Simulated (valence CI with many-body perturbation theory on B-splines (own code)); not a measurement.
La6+: what the settings do

Calculated by configuration interaction combined with many-body perturbation theory (CI+MBPT): five valence electrons over a frozen Dirac-Fock core [Kr] 4d10, radial functions for each j: 5 s, 5 p, 5 d, 5 f, 2 g, with the one-electron correlation potential Σ1 (screened to all orders), the two-electron term Σ2, the three-electron term Σ3, Breit, model QED; selected single and double excitations, second order for the rest (own B-spline code, finite nucleus).

With an open or low-lying f shell, different configurations can be misplaced against each other by up to about 5,000 cm⁻¹. No measured levels were compared; by estimate levels hold to about 250 cm⁻¹ or 0.2 % of their energy and the worst to 1 %, as in measured heavy ions of charge 2 to 7; those with d or f electrons hold less well. Among the levels kept, up to 1300 cm⁻¹ of a level comes from second order outside the variational space, and about a tenth of that is noise between levels of different J, which matters for small intervals.

The reference run has the lowest level (5s^2 5p1/2^2 5p3/2) J=3/2 and an ionisation energy of 89.2499 eV. Its largest variational space holds 9998 state functions.

Levels are named by their leading jj configuration (3d3/2^4 stands for four electrons in 3d with j = 3/2), which in mixed levels can hold well under half, so a name can repeat and another be missing. Letters in brackets count levels of one name in rising energy.

Changed runs:
A. size limit of the variational space 10000 → 3000; Davidson tolerance 2e-05 → 0.0003
B. shift of the energy in Σ1 (hartree) 0 → -1.008; screening of Σ1 on → off
C. screening of Σ1 on → off
D. box radius (bohr) 13.698 → 2.11 (bad on purpose)

Excitation energies of the reference run in cm⁻¹, and shifts in cm⁻¹:

| Level | Reference | A | B | C |
| --- | --- | --- | --- | --- |
| (5s^2 5p1/2 5p3/2^2) J=3/2 | 19953 | -10 | +104 | +142 |
| (5s^2 5p1/2 5p3/2^2) J=5/2 | 27133 | -37 | +138 | +187 |
| (5s^2 5p1/2 5p3/2^2) J=1/2 | 40973 | -21 | +135 | +203 |
| (5s^2 5p3/2^3) J=3/2 | 57878 | -11 | +279 | +393 |
| (4f5/2 5s^2 5p1/2^2) J=5/2 | 113552 | -51 | +723 | -304 |
| (4f7/2 5s^2 5p1/2^2) J=7/2 | 117222 | -57 | +775 | -245 |
| (4f5/2 5s^2 5p1/2 5p3/2) J=7/2 [a] | 129144 | -69 | +857 | -118 |
| (4f5/2 5s^2 5p1/2 5p3/2) J=5/2 [a] | 129478 | -67 | +837 | -148 |
| (4f7/2 5s^2 5p1/2 5p3/2) J=7/2 [a] | 132081 | -81 | +887 | -91 |
| (4f7/2 5s^2 5p1/2 5p3/2) J=9/2 [a] | 132125 | -36 | +899 | -62 |
| (4f5/2 5s^2 5p1/2 5p3/2) J=3/2 [a] | 133771 | -63 | +844 | -133 |
| (4f7/2 5s^2 5p1/2 5p3/2) J=5/2 [a] | 134756 | -95 | +900 | -75 |
| Ionisation energy (eV) | 89.2499 | -0.0017 | +0.0452 | +0.2597 |

Run D: It gave no result. The program said: "need at least one array to concatenate".
